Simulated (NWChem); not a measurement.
Species: C₂H₆F₂Si; SMILES C[Si@@H](CF)F

```xyz
11

C     -0.9982     1.8775    -0.1393
Si     0.0611     0.4253     0.3503
F      1.5620     0.6562    -0.2450
C     -0.6218    -1.1773    -0.3834
F      0.0572    -2.2734     0.1064
H     -0.5471     2.8184     0.2115
H     -2.0046     1.8013     0.3021
H     -1.1062     1.9427    -1.2333
H      0.1907     0.2823     1.8266
H     -1.6969    -1.2802    -0.1414
H     -0.5435    -1.1644    -1.4865
```
Atoms are numbered in this order, from 1.

Computed with NWChem. Geometry: optimised at PBE0/def2-SVP. Vertical excitations in the gas phase; the lowest state need not have the same character in each row.

| level | lowest excitation, singlet (eV) | oscillator strength of that lowest state | lowest state with f > 0.02, singlet (eV) | oscillator strength of that bright state | orbital gap (eV) |
|---|---|---|---|---|---|
| PBE/def2-SVP, TDA | 7.13 | 0.010 | 7.88 | 0.038 | 6.91 |
| B3LYP/def2-SVP, TDA | 7.86 | 0.011 | 8.49 | 0.067 | 9.01 |
| LDA (Slater exchange, VWN5)/def2-SVP, TDA | 7.01 | 0.008 | 7.80 | 0.029 | 6.76 |
| BHandHLYP/def2-SVP, TDA | … | 0.013 | … | … | … |

Q: Some entries are withheld; supply them.

A: 
- BHandHLYP/def2-SVP, TDA, lowest excitation, singlet (eV): 8.65
- BHandHLYP/def2-SVP, TDA, lowest state with f > 0.02, singlet (eV): 9.22
- BHandHLYP/def2-SVP, TDA, oscillator strength of that bright state: 0.054
- BHandHLYP/def2-SVP, TDA, orbital gap (eV): 11.91
